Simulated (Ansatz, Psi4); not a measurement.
Psi4 was given this input:
```
memory 2 GB

molecule {
-1 1
  Pb   -0.00801113   -0.00941235    0.81054775
  I     0.42898299   -2.52528977   -0.44320013
  I     1.98287322    1.63760001   -0.37950125
  I    -2.39946163    0.90225226   -0.43135362
}

set basis def2-svp
set scf_type pk
set puream true
set d_convergence 1e-8
set dft_radial_points 99
set dft_spherical_points 590

energy('cam-b3lyp')
print_variables()
```

Convert this to an input for Ansatz (a quantum-chemistry and plane-wave program).

Several could match; the one computed here: 
Ansatz 0.2 input:
```yaml
crystal:
  periodic: [false, false, false]
  atoms:
    - {symbol: Pb, position_ang: [-0.00801113, -0.00941235, 0.81054775]}
    - {symbol: I, position_ang: [0.42898299, -2.52528977, -0.44320013]}
    - {symbol: I, position_ang: [1.98287322, 1.63760001, -0.37950125]}
    - {symbol: I, position_ang: [-2.39946163, 0.90225226, -0.43135362]}
basis:
  gaussian:
    orbitals: def2-SVP
hamiltonian:
  xc: cam_b3lyp
total_charge: -1
accuracy: high
```

Both were run: Psi4 gave -1086.213970 Eh and Ansatz -1086.213971 Eh, 0.001 mEh apart.
